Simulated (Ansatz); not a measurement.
Reaction (formal exchange of groups at a Ga–Si bond): `[AlH2][SiH2][SiH2][GaH2]` + `O/C=N/[SiH3]` → `O/[C]([GaH2])=N/[SiH3]` + `[AlH2][SiH2][SiH3]`

Program: Ansatz. Geometries: PBE0-D4/def2-TZVP. ΔE: electronic, gas phase. CCSD(T)/CBS adds triple-zeta CCSD(T) − MP2 to the extrapolated MP2 energy (def2 sets, frozen cores). Double bonds are as drawn, so ΔE can hold a change between cis and trans. For Ga outer-core shells are correlated without core-valence functions, which leaves a few kJ/mol of doubt a bond. Scalar relativity is left out up to krypton. Each species was taken in one conformer, which may not be the lowest.

```tsv
species	CCSD/CBS(def2) energy (Eh)
`[AlH2][SiH2][SiH2][GaH2]`	-2748.85928
`O/C=N/[SiH3]`	-459.98450
`O/[C]([GaH2])=N/[SiH3]`	-2384.49961
`[AlH2][SiH2][SiH3]`	-824.33433
```

(1) Work out ΔE.

Largest T1 diagnostic among the species: 0.015.

Answers

(1) ΔE = (-2384.49961) + (-824.33433) − (-2748.85928) − (-459.98450) = 0.00984 Eh = +25.8 kJ/mol. CCSD(T)/CBS gives +23.1 kJ/mol.

In def2-TZVPP, CCSD(T) changes the Hartree–Fock value by −14.3 kJ/mol (the triples alone add −2.7 kJ/mol) and MP2 by −15.6 kJ/mol. The D4 term adds −4.7 kJ/mol with B3LYP and −2.2 kJ/mol with PBE0; it sums over pairs of atoms, weighted by their polarisabilities, and B3LYP, whose exchange is more repulsive, gets the larger term.

B3LYP here is the variant with VWN-RPA as its local correlation; programs differ in this.
